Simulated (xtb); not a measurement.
H$_{2}$Cl$_{3}$NTi, charge -1, doublet, geometry from GFN2-xTB (such geometries of metal compounds can be far from the true shape) (the multiplicity is a formal guess); xtb with GFN1-xTB.

xtb was given this input:
```
$ xtb mol.xyz --gfn 1 --chrg -1 --uhf 1 --json

# file mol.xyz
7

Ti    -0.15288169    -0.24068994    -0.02732358
Cl     1.91035049    -0.29612671    -0.87734476
Cl     0.11854514     0.21846428     2.13778267
Cl    -1.19203690     1.40776354    -1.11091908
N     -1.13394003    -1.81277230    -0.20506932
H     -0.84108855    -2.68133374    -0.65358968
H     -2.08453266    -1.94580049     0.14837338
```

Output, abridged:

```
   ID    Z sym.   atoms
    1   22 Ti     1
    2   17 Cl     2-4
    3    7 N      5
    4    1 H      6, 7

           -------------------------------------------------
          |                Calculation Setup                |
           -------------------------------------------------

           -------------------------------------------------
          |                 G F N 1 - x T B                 |
           -------------------------------------------------

          ...................................................
          :                      SETUP                      :
          :.................................................:
          :  # basis functions                  48          :
          :  # atomic orbitals                  44          :
          :  # shells                           18          :
          :  # electrons                        33          :
          :  # halogen bonds                     3          :
          :  max. iterations                   250          :
          :  Hamiltonian                  GFN1-xTB          :
          :  restarted?                      false          :
          :  GBSA solvation                  false          :
          :  PC potential                    false          :
          :  electronic temp.          300.0000000     K    :
          :  accuracy                    1.0000000          :
          :  -> integral cutoff          0.2500000E+02      :
          :  -> integral neglect         0.1000000E-07      :
          :  -> SCF convergence          0.1000000E-05 Eh   :
          :  -> wf. convergence          0.2000000E-04 e    :
          :  Broyden damping             0.4000000          :
          :  net charge                         -1          :
          :  unpaired electrons                  1          :
          ...................................................

 iter      E             dE          RMSdq      gap      omega  full diag
   1    -18.0538300 -0.180538E+02  0.188E+01    0.45       0.0  T
   2    -16.1689443  0.188489E+01  0.142E+01    0.27       1.0  T
   3    -18.5503832 -0.238144E+01  0.734E+00    0.15       1.0  T
   4    -18.7291082 -0.178725E+00  0.501E+00    0.16       1.0  T
   5    -18.8101381 -0.810299E-01  0.885E-01    0.20       1.0  T
   6    -18.7785072  0.316309E-01  0.169E+00    0.21       1.0  T
   7    -18.8122914 -0.337842E-01  0.364E-01    0.18       1.0  T
[...]
         :: total energy             -18.755188503644 Eh    ::
[...]
        23                          0.0670203               1.8237
        24                          0.1053936               2.8679
        25                          0.1209619               3.2915
        26                          0.1216297               3.3097
        27                          0.1221302               3.3233
        28                          0.1224269               3.3314
       ...                                ...                  ...
        44                          0.6795903              18.4926
      -------------------------------------------------------------
                  HL-Gap            0.0069499 Eh            0.1891 eV
             Fermi-level           -0.2042222 Eh           -5.5572 eV

  Mulliken/CM5 charges         n(s)   n(p)   n(d)
     1Ti    0.43740  0.92432   0.879  0.873  1.810
     2Cl   -0.41991 -0.50125   1.838  5.586 -0.005
     3Cl   -0.42156 -0.50310   1.840  5.587 -0.005
     4Cl   -0.42152 -0.50309   1.840  5.587 -0.005
     5N    -0.57347 -1.17474   1.389  4.184  0.000
     6H     0.19915  0.37903   0.801  0.000  0.000
     7H     0.19990  0.37883   0.800  0.000  0.000

Wiberg/Mayer (AO) data.
largest (>0.10) Wiberg bond orders for each atom

 ---------------------------------------------------------------------------
     #   Z sym  total        # sym  WBO       # sym  WBO       # sym  WBO
 ---------------------------------------------------------------------------
     1  22 Ti   3.913 --     5 N    1.204     2 Cl   0.885     3 Cl   0.874
                             4 Cl   0.874
     2  17 Cl   0.991 --     1 Ti   0.885
     3  17 Cl   0.985 --     1 Ti   0.874
     4  17 Cl   0.985 --     1 Ti   0.874
     5   7 N    3.125 --     1 Ti   1.204     6 H    0.913     7 H    0.912
     6   1 H    0.958 --     5 N    0.913
     7   1 H    0.957 --     5 N    0.912
 ---------------------------------------------------------------------------

Topologies differ in total number of bonds
Writing topology from bond orders to xtbtopo.mol

 dipole moment from electron density (au)
     X       Y       Z
  -0.9403  -1.3971  -0.1314  total (Debye):    4.293

           -------------------------------------------------
          | TOTAL ENERGY              -18.755188503644 Eh   |
          | GRADIENT NORM               0.012419934874 Eh/α |
          | HOMO-LUMO GAP               0.189117520598 eV   |
           -------------------------------------------------

normal termination of xtb
```
